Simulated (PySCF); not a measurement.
# Mn²⁺: interval between two levels

Mn²⁺ [Ar] 3d5 [6S5/2, M_J = 5/2] → Mn²⁺ [Ar] 3d4 4s1 [6D9/2, M_J = 9/2], as a difference of total energies. Computed with PySCF 2.14 in x2c-TZVPall-2c with one added diffuse shell each of s, p, d type (7s8p5d1f, 63 functions), with the two-component X2C-1e Hamiltonian. Correlated levels: [Ne] frozen; the 6 highest virtual spinors dropped. "Screened" scales the spin-orbit matrix elements by Boettger's factors to mimic the two-electron term; Breit and QED terms are absent.

```
                    method  interval between two levels (cm⁻¹)
           GHF (spin-free)                               60299
          GMP2 (spin-free)                               63714
 GHF (screened spin-orbit)                               60687
GMP2 (screened spin-orbit)                               64102
```

The labels give the starting determinants; with spin-orbit coupling the two ends relaxed to ⟨J²⟩ = 8.75, ⟨L²⟩ = 0.00, ⟨S²⟩ = 8.75 and ⟨J²⟩ = 24.75, ⟨L²⟩ = 6.01, ⟨S²⟩ = 8.75.
